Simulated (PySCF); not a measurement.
Species: C5H13ClSi2.
Z-matrix (Å and degrees, GFN2-xTB geometry), rows numbered from 1:
```
C 
C   1  1.5234
C   2  1.5246  1  111.50
Si  3  1.9293  2  117.84  1   -68.18
C   4  1.9202  3   87.47  2  -133.50
Si  5  1.9170  4   92.00  3     8.70
C   6  1.9098  3  113.21  2    20.76
Cl  7  1.7826  6  109.09  3   -74.71
H   1  1.0879  2  110.88  3   178.47
H   1  1.0885  2  110.23  3    58.08
H   1  1.0881  2  110.42  3   -61.40
H   2  1.0921  1  109.09  3  -121.37
H   2  1.0930  1  109.17  3   121.59
H   3  1.0931  2  107.56  1    56.94
H   4  1.4656  3  113.49  2   -19.78
H   4  1.4639  3  116.19  2   108.73
H   5  1.0855  4  113.10  3  -107.20
H   5  1.0858  4  115.67  3   129.39
H   6  1.4665  3  118.12  2  -106.20
H   7  1.0868  6  112.70  3   167.25
H   7  1.0866  6  112.93  3    43.85
```

NICS is the negative of the GIAO shielding at a point without a nucleus: at the ring centre (0) and 1 Å above and below it (1); zz is the component along the ring normal. Level: GIAO PBE0/pcSseg-1 (PySCF, non-relativistic, gas phase) on the GFN2-xTB geometry, one conformer.

Ring bond lengths (Å), with Mayer bond orders in brackets: C3–Si4 1.929 (0.89), Si4–C5 1.920 (0.91), C5–Si6 1.917 (0.91), Si6–C3 1.924 (0.87).

Task: Give the NICS values of each ring in ppm.

Result: 
```csv
ring,type,NICS(0),"NICS(1), two faces","NICS(1)zz, two faces",rms pucker (Å),"centre to ring atoms, mean (Å)"
C3–Si4–C5–Si6,4-membered ring with 2 Si; formal bonds all single,-0.6,-0.9 / -1.9,5.5 / 3.9,0.07,1.36
```

Task: What can be read from them?

Result: 
- C3–Si4–C5–Si6: mean NICS(1)zz 4.7 ppm, deshielded. C3, Si4, C5, Si6 have four or more neighbours, and the NICS criterion for π rings isn't applied.

Task: What is the mean of the two in-plane components of NICS at the first NICS(1) probe listed for ring C3–Si4–C5–Si6, 1 Å off the ring?

Result: The isotropic value is a third of the trace: (3 × -0.9 − (5.5))/2 = -4.1 ppm.

Task: How shielded are the nuclei of the rings and their hydrogens (means over atoms taken as equivalent)?

Result: 
```tsv
atoms	environment	σ isotropic (ppm)
C3	sp3 carbon bound to silicon	160.6
Si4	SiH2 silicon	381.3
C5	sp3 carbon bound to silicon	192.5
Si6	SiH silicon	357.7
H14	methine hydrogen	30.31
H15	Si–H hydrogen	27.14
H16	Si–H hydrogen	26.84
H17	methylene hydrogen	31.28
H18	methylene hydrogen	31.59
H19	Si–H hydrogen	26.66
```
